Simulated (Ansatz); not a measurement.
Gas-phase electronic energies from Ansatz, PBE0-D4/def2-TZVP geometries. CBS: MP2 limit from def2 TZ/QZ plus the TZ coupled-cluster correction, frozen cores. Functionals use def2-TZVPP. B3LYP here is the variant with VWN-RPA as its local correlation; programs differ in this. For Ge outer-core shells are correlated without core-valence functions, which leaves a few kJ/mol of doubt a bond. Scalar relativity is left out up to krypton. Each species was taken in one conformer, which may not be the lowest.

Consider the cleavage of the Si–Ge bond: `O=[CH][GeH2][SiH3]` + `CCB(O)O` → `CCB(O)O[SiH3]` + `O=[CH][GeH3]`.

Task: Is it downhill or uphill in electronic energy at CCSD(T)/CBS, and by how much? (Estimate.)

Result: The calculation gave: Downhill: ΔE = -66.4 kJ/mol.

Task: What do these levels give: B3LYP-D4, ωB97M-V, HF/def2-TZVPP, SCS-MP2/def2-QZVPP, HF/CBS(def2), CCSD/CBS(def2)? (Best estimate.)

Result: The calculation gave: B3LYP-D4 -67.4, ωB97M-V -68.2, HF/def2-TZVPP -91.7, SCS-MP2/def2-QZVPP -77.3, HF/CBS(def2) -94.6, CCSD/CBS(def2) -69.6 kJ/mol.

Largest T1 diagnostic among the species: 0.015.

In def2-TZVPP, CCSD(T) changes the Hartree–Fock value by +24.7 kJ/mol (the triples alone add +3.1 kJ/mol) and MP2 by +20.8 kJ/mol. From PBE to PBE0 (25 % exact exchange), in def2-TZVPP and without D4, ΔE moves by −7.7 kJ/mol.
